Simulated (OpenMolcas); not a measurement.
Pt6+ (d4) among equal point charges was computed by CASSCF with the d shell active (OpenMolcas, ANO-RCC-VTZP on the metal). Its lowest spin-free states, and all those of the highest spin:

```json
{"2S+1": "5", "Degeneracy": "3", "E (cm-1)": "0.0"}
{"2S+1": "5", "Degeneracy": "2", "E (cm-1)": "3426"}
{"2S+1": "3", "Degeneracy": "3", "E (cm-1)": "19067"}
{"2S+1": "3", "Degeneracy": "3", "E (cm-1)": "20537"}
{"2S+1": "3", "Degeneracy": "3", "E (cm-1)": "21774"}
{"2S+1": "3", "Degeneracy": "2", "E (cm-1)": "23208"}
{"2S+1": "3", "Degeneracy": "3", "E (cm-1)": "24403"}
{"2S+1": "3", "Degeneracy": "3", "E (cm-1)": "24473"}
{"2S+1": "3", "Degeneracy": "3", "E (cm-1)": "26467"}
{"2S+1": "3", "Degeneracy": "1", "E (cm-1)": "26546"}
{"2S+1": "1", "Degeneracy": "1", "E (cm-1)": "26561"}
{"2S+1": "3", "Degeneracy": "3", "E (cm-1)": "26714"}
```

Q: Is the site octahedral, tetrahedral or cube-like, axial, or of lower symmetry?

A: The states with 2S+1 = 5 have orbital degeneracies 3, 2. Threefold states need a cubic site. For d4 at this spin an octahedron puts the twofold E below the threefold T2 and a tetrahedron or cube puts the threefold T2 below the twofold E, so the site is a tetrahedron or a cube, which this pattern cannot tell apart. The first gap at this spin, 3430 cm-1, is |10Dq| in ligand-field theory. The run had Pt6+ among 8 point charges of -1.2 e arranged as a cube (Oh), 2 Å from the ion.

Spin-orbit coupling mixes the spin-free states strongly: the lowest level takes only 42 % from its leading state, 5T2. Without dynamic correlation the repulsion within the d shell is too large (B by tens of per cent), so at a given field states of lower spin stand too high. Point charges give a weaker field than real ligands, and real ions of this kind are as a rule low spin; the high spin found here belongs to the model. The ground term spreads over less than 5000 cm-1, several times less than with real ligands, so orbital moments are less quenched and χT lies further from the spin-only value than at real sites. Point charges carry no covalency, so the field is a model and not that of real ligands. No measured value stands beside these numbers.
